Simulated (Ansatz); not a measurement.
The cluster SiGe2. Charge 0, multiplicity 3. Geometry PBE0-D4/def2-TZVPD, that of the charge -1 doublet; atoms count from 1.

Cartesian coordinates in Å:
```
Si 0.1856 0.7216 1.0377
Ge 1.0659 -0.0171 -0.9651
Ge -1.2515 -0.7046 -0.0726
```

The structure comes from a short search, and lower isomers may exist.

(1) Estimate the Mulliken populations from the PBE0/def2-TZVPD orbitals of Ansatz.

(2) Where does the spin sit?

(3) And the Mayer bond orders between heavy atoms (over 0.3)?

Results:

(1) 
```json
{"atom": "Si1", "charge (e)": "0.04", "spin (α − β)": "0.73"}
{"atom": "Ge2", "charge (e)": "-0.02", "spin (α − β)": "0.64"}
{"atom": "Ge3", "charge (e)": "-0.02", "spin (α − β)": "0.64"}
```
Mulliken values depend strongly on the basis. With diffuse functions, as here, like atoms can get unlike values, and bond orders can come out too low or too high.

(2) Summed by element: Si 0.73, Ge 1.27, of 2 unpaired in all. Largest on single atoms: Si1 0.73, Ge2 0.64, Ge3 0.64.

(3) Si1–Ge2 1.27 (2.31 Å); Si1–Ge3 1.27 (2.31 Å); Ge2–Ge3 1.15 (2.58 Å).
